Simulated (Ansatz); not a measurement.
Frontier orbitals of `[F][Ti]([F])([F])[I]`.

The species carries charge 0 and has multiplicity 1. Correlated methods include outer-core shells of I, Ti, which these sets cover unevenly. Scalar relativity is left out up to krypton. I: def2 effective core potential. Geometry: relaxed with PBE0-D4/def2-TZVP. Basis def2-TZVPP, Ansatz.

| functional | HOMO (eV) | LUMO (eV) | gap (eV) |
| --- | --- | --- | --- |
| PBE | -7.35 | -4.19 | 3.16 |
| r2SCAN | -7.67 | -4.20 | 3.47 |
| B97M-V | -7.63 | -4.16 | 3.47 |
| PBE0 | -8.51 | -3.37 | 5.14 |
| ωB97M-V | -10.56 | -1.17 | 9.39 |

A quarter of exact exchange (PBE0) shifts PBE's HOMO by −1.16 eV and its LUMO by +0.82 eV; full exchange at long range (ωB97M-V) shifts them by −3.21 and +3.02 eV. The gap opens from 3.16 to 9.38 eV, since occupied levels lose self-interaction and empty ones feel all the electrons.
